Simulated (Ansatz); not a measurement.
CH$_{4}$ClOSi, SMILES `[CH2][SiH](O)Cl` radical. Charge 0, multiplicity 2.

```xyz
8

C    -1.153   -0.609    0.025
Si    0.278    0.523    0.192
O     1.705   -0.274    0.265
Cl    0.226    1.801   -1.424
H    -1.978   -0.418   -0.652
H    -1.247   -1.504    0.633
H     0.244    1.347    1.417
H     1.925   -0.866   -0.456
```

(1) List the harmonic frequencies (cm⁻¹, unscaled) at PBE0-D4/def2-TZVP in Ansatz. (Best estimate.)

(2) Is this a minimum?

(3) Give the ideal-gas thermochemistry at 298.15 K and 1 bar (rigid rotor, harmonic oscillator; point group C1, symmetry number 1).

(4) And at 400, 500, 600, 800 and 1000 K?

Answers

(1) The calculation gave: 91, 201, 209, 296, 310, 520, 598, 701, 757, 788, 838, 887, 935, 1387, 2269, 3144, 3245, 3916.

(2) Yes, all 18 modes are real.

(3) Zero-point energy 126.2 kJ/mol; H(298) − E = 145.3 kJ/mol; entropy 335.2 J/(mol·K), of which translation 165.7, rotation 109.6, vibration 54.0, electronic 5.8; G(298) − E = 45.4 kJ/mol. Modes under 100 cm⁻¹ are hindered rotations or soft bends, so the harmonic entropy is rough.

(4) 
```
T (K)  H − E (kJ/mol)  S (J/mol/K)  G − E (kJ/mol)
  400           156.0        365.7             9.7
  500           167.7        391.8           -28.2
  600           180.3        414.8           -68.6
  800           207.4        453.7          -155.6
 1000           236.4        486.1          -249.6
```
